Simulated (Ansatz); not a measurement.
Ansatz (a first-principles code) input:

Ansatz 0.2 input:
```yaml
crystal:
  periodic: [false, false, false]
  atoms:
    - {symbol: C, position_ang: [-2.09112391, -0.22172854, 0.03744056]}
    - {symbol: Si, position_ang: [-0.28394631, -0.03362998, 0.00547301]}
    - {symbol: Cl, position_ang: [0.52941102, -1.27190814, -1.40645334]}
    - {symbol: Cl, position_ang: [0.24904259, 1.89302189, -0.45553033]}
    - {symbol: Cl, position_ang: [0.50632884, -0.48424078, 1.83922717]}
    - {symbol: H, position_ang: [-2.66997598, -0.00641659, 0.92704267]}
    - {symbol: H, position_ang: [-2.64933367, -0.51923284, -0.84144748]}
basis:
  gaussian:
    orbitals: 6-31G*
magnetization: {spin_polarized: true, initial_magnetization: 1}
correlation: {method: ccsd_t, electrons: outside_noble_gas}
```

Q: What final total energy does it print?

A: -1707.15699 Eh (CCSD(T)/6-31G*).

It need not be the lowest isomer of its formula.
